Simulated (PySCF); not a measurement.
Zirconium: highly charged ions in a basis for the neutral atom

Zr⁸⁺ [Ar] 3d10 4s2 4p2, Zr⁹⁺ [Ar] 3d10 4s2 4p1. All numbers are calculated (PySCF 2.14, a scalar-relativistic core potential, in cc-pVDZ-PP with ECP28MDF (4s4p3d1f, 38 functions)). No spin-orbit coupling, so a gap to NIST mixes the basis error with missing relativistic terms.

Changed run: basis of the neutral atom used for a highly charged ion. This setting is unsound on purpose.

```json
{"species": "Zr⁸⁺", "method": "UHF", "sound run (hartree)": "not run", "changed run (hartree)": "-28.06932", "converged": "yes"}
{"species": "Zr⁸⁺", "method": "TPSS", "sound run (hartree)": "not run", "changed run (hartree)": "-28.23809", "converged": "yes"}
{"species": "Zr⁸⁺", "method": "r2SCAN", "sound run (hartree)": "not run", "changed run (hartree)": "-28.22087", "converged": "yes"}
{"species": "Zr⁹⁺", "method": "UHF", "sound run (hartree)": "not run", "changed run (hartree)": "-22.49038", "converged": "yes"}
{"species": "Zr⁹⁺", "method": "TPSS", "sound run (hartree)": "not run", "changed run (hartree)": "-22.64319", "converged": "yes"}
{"species": "Zr⁹⁺", "method": "r2SCAN", "sound run (hartree)": "not run", "changed run (hartree)": "-22.60315", "converged": "yes"}
```

Ionisation energy of Zr⁸⁺:

| method | changed run (eV) | NIST (eV) |
| --- | --- | --- |
| UHF | 151.81 | 153 ± 2.2 |
| TPSS | 152.25 | 153 ± 2.2 |
| r2SCAN | 152.87 | 153 ± 2.2 |

The contracted functions were made for the neutral atom and can be too rigid for a highly charged ion.
